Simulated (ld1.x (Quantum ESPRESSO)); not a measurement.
nitrogen: PAW pseudisation with PBE, non-relativistic reference atom.

| Property | Result |
| --- | --- |
| Element | N (Z = 7) |
| Generator | ld1.x (Quantum ESPRESSO) 7.5 |
| Type | PAW |
| Functional | PBE |
| Relativity | non-relativistic |
| Frozen core | [He] |
| Valence charge | 5 |
| Reference configuration | 2s2 2p1 (charge +2) |
| Partial waves | 2s (bound): rcut 0.75, rcutus 0.80 bohr; 2s channel at -3.2 Ry: rcut 0.75, rcutus 0.80 bohr; 2p (bound): rcut 1.90, rcutus 2.35 bohr; 2p channel at 0.1 Ry: rcut 1.90, rcutus 2.35 bohr; 3d channel at 0.15 Ry: rcut 1.95, rcutus 2.40 bohr |
| Local potential | all-electron potential smoothed inside 0.85 bohr (lloc = -2) |
| Core correction | Bessel-smoothed model core inside 0.40 bohr |
| Augmentation charge | PSQ, inside the norm-conserving radii |

All-electron outer shells of the reference configuration (PBE, non-relativistic, ld1.x):

```csv
shell,level (eV),outermost node (bohr),outermost maximum (bohr)
2s,-49.12,0.32,0.96
2p,-37.51,–,0.86
```

**Question.** Does the generator finish with these settings?

**Answer.** Yes, a potential is produced and its reference levels are reproduced.

**Question.** Estimate the cutoffs (Ry, on a coarse ladder) from which the occupation-weighted sum of valence levels, in a spherical-Bessel basis at the reference potential, stays within 10 and 1 mRy of its value at 400 Ry.

**Answer.** 50 Ry and 70 Ry.

**Question.** What does a ghost test show?

**Answer.** No extra level below or beside the all-electron valence levels (s, p, d, f tested).

**Question.** Is the overlap operator S = 1 + Σ q|β⟩⟨β| positive definite (Bessel basis up to 400 Ry)?

**Answer.** Yes: its lowest eigenvalue is 0.60 (s channel).

**Question.** Which valence shell sets the plane-wave cutoff?

**Answer.** 2s: its level needs 70 Ry to come within 1 mRy, against 15 Ry for 2p.

**Question.** Tests: 2s2 2p3; 2s2 2p2; 2s2 2p0; 2s1 2p3; 2s2 2p2.5; 2s1 2p0; 2s2 2p3.3. Which has the largest error in its energy relative to the reference configuration, and how large is it?

**Answer.** 2s2 2p0, with +27 meV (all-electron minus pseudo) on +47.08 eV.
